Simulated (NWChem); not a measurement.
# propylene glycol (C$_{3}$H$_{8}$O$_{2}$); SMILES CC(O)CO

```xyz
13

C     -0.6595     1.7382    -0.0198
C      0.0058     0.4294     0.3514
O      1.3664     0.3886    -0.0494
C     -0.6985    -0.7983    -0.2120
O      0.0079    -1.9579     0.1012
H     -0.0923     2.5873     0.3880
H     -0.7147     1.8562    -1.1158
H     -1.6871     1.7885     0.3712
H      0.0370     0.3233     1.4491
H      1.4037     0.6320    -0.9829
H     -1.7167    -0.8835     0.2029
H     -0.8122    -0.6634    -1.3129
H      0.9404    -1.7113     0.0162
```
Atoms are numbered in this order, from 1.

Program: NWChem. STO-3G and 3-21G are far too small for this property and stand as cheap habits. Coordinates come from a PBE0/def2-SVP optimisation. No frequency run checked for a minimum. GIAO values for the isolated, static molecule; σ is the absolute isotropic shielding, δ = σ(reference) − σ with the isolated reference molecule computed at the same levels (13C: tetramethylsilane, 1H: tetramethylsilane, 17O: water).

For level PBE0/pcSseg-1:

| Item | Result |
|---|---|
| δ O3 (ppm) | 56.8 |
| δ H9 (ppm) | 3.42 |
| δ H10 (ppm) | -1.01 |
| δ H11 (ppm) | 3.50 |
| δ H12 (ppm) | 2.95 |
| δ H13 (ppm) | 1.94 |

**Question.** What are these values for level Hartree-Fock/STO-3G?

**Answer.** 
| Property | Value |
|---|---|
| δ O3 (ppm) | -5.5 |
| δ H9 (ppm) | 2.02 |
| δ H10 (ppm) | -2.63 |
| δ H11 (ppm) | 1.88 |
| δ H12 (ppm) | 1.13 |
| δ H13 (ppm) | -0.68 |
